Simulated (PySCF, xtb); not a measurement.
Potential energy curve for ICl, singlet.

Computed with: UHF/3-21G = unrestricted Hartree-Fock/3-21G in PySCF; RHF/STO-3G = PySCF with restricted Hartree-Fock/STO-3G; GFN1-xTB (xtb); UCCSD(T) = CCSD(T) on UHF/def2-SVP, 9 core orbitals frozen, def2 effective core potentials past Kr (PySCF).

Energies relative to the lowest point of each curve near equilibrium, in eV; the last columns give the difference from UCCSD(T):

```
R / Å  UHF/3-21G  RHF/STO-3G  GFN1-xTB  UCCSD(T)  UHF/3-21G − UCCSD(T)  RHF/STO-3G − UCCSD(T)  GFN1-xTB − UCCSD(T)
-----  ---------  ----------  --------  --------  --------------------  ---------------------  -------------------
1.75      10.409      10.201     9.287     7.980                 2.429                  2.221                1.307
1.84       6.882       6.510     5.275     4.992                 1.891                  1.518                0.283
1.96       3.774       3.267     2.299     2.467                 1.307                  0.800               -0.168
2.09       1.773       1.259     0.752     0.965                 0.808                  0.294               -0.212
2.16       1.094       0.634     0.334     0.507                 0.587                  0.127               -0.173
2.26       0.465       0.139     0.046     0.140                 0.325                 -0.001               -0.094
2.31       0.266       0.027     0.000     0.050                 0.216                 -0.022               -0.050
2.40       0.057       0.000     0.033     0.000                 0.057                  0.000                0.033
2.45       0.007       0.061     0.100     0.019                -0.012                  0.042                0.081
2.52       0.000       0.215     0.236     0.085                -0.085                  0.130                0.151
2.67       0.048       0.734     0.641     0.360                -0.312                  0.374                0.281
2.89       0.100       1.716     1.359     0.864                -0.763                  0.853                0.496
3.12       0.142       2.775     2.102     1.325                -1.183                  1.450                0.777
3.44       0.180       4.042     2.904     1.629                -1.449                  2.413                1.275
3.79       0.190       5.044     3.430     1.702                -1.512                  3.342                1.728
4.19       0.193       5.753         —     1.713                -1.520                  4.041                    —
4.57       0.195       6.142         —     1.726                -1.531                  4.416                    —
5.07       0.200       6.432         —     1.736                -1.536                  4.696                    —
5.60       0.203       6.618         —     1.740                -1.538                  4.878                    —
6.23       0.204       6.773         —     1.742                -1.538                  5.031                    —
6.86       0.205       6.894         —     1.743                -1.538                  5.150                    —
8.12       0.206       7.074         —     1.744                -1.539                  5.330                    —
9.16       0.206       7.183         —     1.744                -1.539                  5.439                    —
```

UHF/3-21G is furthest from UCCSD(T) at 1.75 (2.429 eV, above); its mean absolute difference over the points is 1.096 eV.

RHF/STO-3G is furthest from UCCSD(T) at 9.16 (5.439 eV, above); its mean absolute difference over the points is 2.286 eV.

GFN1-xTB is furthest from UCCSD(T) at 3.79 (1.728 eV, above); its mean absolute difference over the points is 0.474 eV.

A dash means that the run gave no value there, or that the column was ended at a point which the program doubted or which failed a test of continuity chosen for this set; such a test can also cut sound points.

The unrestricted determinant behind UHF/3-21G, UCCSD(T) is spin-contaminated at 2.67 to 9.16 Å (<S²> up to 1.0, against 0.00 for a pure singlet). The restricted form behind RHF/STO-3G keeps the bonding electrons paired and can't separate into open-shell fragments.
